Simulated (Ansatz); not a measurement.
Two structures of Si₂H₆ClOF₃, closed shell, reached by relaxing down either side of one saddle point (PBE0-D4/def2-TZVP). Energies are electronic, without zero-point energy. Computed with Ansatz 0.2.0 (basis: def2-TZVPP and def2-QZVPP); correlated methods freeze the cores. Extrapolation: Hartree–Fock as exp(−7.88 √X), correlation as X^−2.97. First:

```tsv
atom	x (Å)	y (Å)	z (Å)
Si1	-0.9450	-0.4104	1.0930
Si2	0.5128	-1.7400	-0.1446
F3	-2.2565	0.0898	0.3523
F4	-1.4881	-1.2079	2.3560
Cl5	-0.0636	1.2640	1.9492
H6	0.4253	1.4457	-1.4258
O7	-0.1962	0.7062	-1.4510
H8	1.1235	2.2694	0.4373
F9	1.5008	2.6142	-0.3456
H10	0.8331	-2.9219	0.7014
H11	-0.1599	-2.1916	-1.3835
H12	1.7567	-0.9853	-0.4157
H13	-1.0430	1.0680	-1.7230
```

Second:

Si1  (-1.949, 0.666, 0.607)
Si2  (1.909, -1.439, 0.119)
F3  (-3.452, 1.108, 0.495)
F4  (-1.839, -0.836, 0.184)
Cl5  (-1.352, 0.928, 2.506)
H6  (0.135, 0.848, -1.580)
O7  (-1.037, 1.498, -0.450)
H8  (1.253, -0.252, 0.727)
F9  (0.826, 0.559, -2.137)
H10  (2.329, -2.343, 1.224)
H11  (0.949, -2.154, -0.754)
H12  (3.105, -1.014, -0.645)
H13  (-0.878, 2.432, -0.294)
(Å)

Q: Which bonds change from the first to the second?

A: Si₂H₃ClF₂ ([F][Si]([F])([SiH3])[Cl]) + H₂O + HF → SiHClOF₂ ([OH][Si]([F])([F])[Cl]) + SiH₄ + HF; bonds formed: Si1–O7, Si2–H8, H6–F9; bonds broken: Si1–Si2, H6–O7, H8–F9.

Q: Give the saddle point's structure and its height above each. (An estimate is asked for; the value comes from the calculation.)

A: By the calculation: 2.024 eV above the first and 3.080 eV above the second (CCSD(T) at an estimated basis limit (MP2 extrapolated from triple and quadruple zeta, plus CCSD(T) − MP2 in triple zeta)).
| atom | x (Å) | y (Å) | z (Å) |
| --- | --- | --- | --- |
| Si1 | -0.9608 | 0.1465 | 0.5388 |
| Si2 | 0.9909 | -1.4141 | -0.1100 |
| F3 | -2.3498 | -0.3137 | -0.0898 |
| F4 | -0.8808 | -0.9859 | 1.6959 |
| Cl5 | -1.1436 | 1.7903 | 1.7459 |
| H6 | 0.3926 | 1.5167 | -0.7969 |
| O7 | -0.6317 | 1.1297 | -0.9858 |
| H8 | 0.9977 | 0.3355 | 0.1478 |
| F9 | 1.5054 | 1.4441 | -0.2462 |
| H10 | 1.6256 | -2.0039 | 1.0839 |
| H11 | -0.1819 | -2.1988 | -0.5780 |
| H12 | 1.9348 | -1.2487 | -1.2400 |
| H13 | -1.2985 | 1.8024 | -1.1655 |

T1 diagnostic: at most 0.013.

Labels in which every atom is bracketed show which atoms are joined, not bond orders.

For scale, one of the runs: CCSD(T)/def2-TZVPP, 334 basis functions, launched by `ansatz run in.yaml --threads 4 --pin off --events-out ev --progress --plain --max-ram 66560MiB --backend cuda --devices 0, --max-vram 37GiB`. Hardware: 4 CPU threads of an AMD EPYC 7R13 and a share of one NVIDIA H100, shared host. Wall time 16 s; peak host memory 0.84 GiB.
